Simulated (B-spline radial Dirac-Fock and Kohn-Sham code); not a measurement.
## Ru⁷⁺: eigenvalues, ΔSCF and the reference

System: the Ru⁷⁺ ion, configuration 1s2 2s2 2p6 3s2 3p6 3d10 4s2 4p6 4d1.

The density-functional columns are spherical, spin-unpolarised Dirac-Kohn-Sham results without Breit or QED terms: −ε is minus the orbital energy of the initial state and ΔSCF the difference of two total energies. The reference in the last column comes from relaxed Dirac-Fock hole states (ΔSCF) with Breit and QED corrections and a finite nucleus. All numbers are from a B-spline atomic structure program, in eV; a selection of levels is shown. For the 1s level of heavy atoms much of the gap between ΔSCF and the reference is the Breit and QED part, -63.3 eV here; for other levels the error of the functional can be larger.

```csv
level,PBE −ε,PBE ΔSCF,LDA −ε,LDA ΔSCF,Dirac-Fock
K (1s),22039.0,22333.3,22009.9,22303.4,22247.4
L1 (2s),3266.7,3321.9,3263.4,3318.8,3362.1
L2 (2p1/2),3027.2,3094.4,3026.1,3093.4,3099.8
L3 (2p3/2),2896.2,2960.7,2895.4,2959.9,2970.8
M1 (3s),667.8,690.0,666.6,688.9,717.1
M2 (3p1/2),574.9,597.5,574.5,597.1,614.9
M3 (3p3/2),552.6,574.7,552.3,574.4,592.3
M4 (3d3/2),388.5,412.0,388.9,412.3,412.1
M5 (3d5/2),384.2,407.4,384.5,407.8,407.9
N1 (4s),181.6,192.6,181.6,192.6,197.8
N2 (4p1/2),152.4,162.9,152.5,163.0,162.1
N3 (4p3/2),148.4,158.7,148.5,158.8,158.1
"N4,5 (4d)",101.7,110.8,101.9,111.0,109.8
```

**Question.** Order the estimates of the K (1s) level by their distance from the Dirac-Fock value, nearest first.
A. PBE ΔSCF
B. PBE −ε
C. LDA −ε
D. LDA ΔSCF

**Answer.** D (56.0 eV), A (85.9 eV), B (208.5 eV), C (237.5 eV).

Values without a named source are computed, but for edge energies of neutral atoms, which are taken from tables.
